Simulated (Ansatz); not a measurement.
Species: GaCl (charge -1, doublet). 
Structure (B3LYP-D3(BJ)/def2-TZVP (Ansatz, an electronic-structure program) minimum search):
```
Ga
Cl 1 2.4602
```
Charge -1, spin multiplicity 2.

**Question.** Give the harmonic wavenumbers at B3LYP-D3(BJ)/def2-TZVP (Ansatz, finite differences of forces, unscaled).

**Answer.** 222 cm⁻¹. Zero-point energy 0.3 kcal/mol.

**Question.** From these and the geometry, give the ideal-gas thermochemistry at 298.15 K and 1 atm (rigid rotor, harmonic oscillator).

**Answer.** Point group C∞v, rotational symmetry number 1. Rotational constants 3.553, 3.553 GHz. S(trans) 39.87, S(rot) 16.82, S(vib) 1.94, S(elec, spin only) 1.38, S 60.0 cal/(mol K). H(298) - H(0) 2.40 kcal/mol; G - E(el) -15.2 kcal/mol.
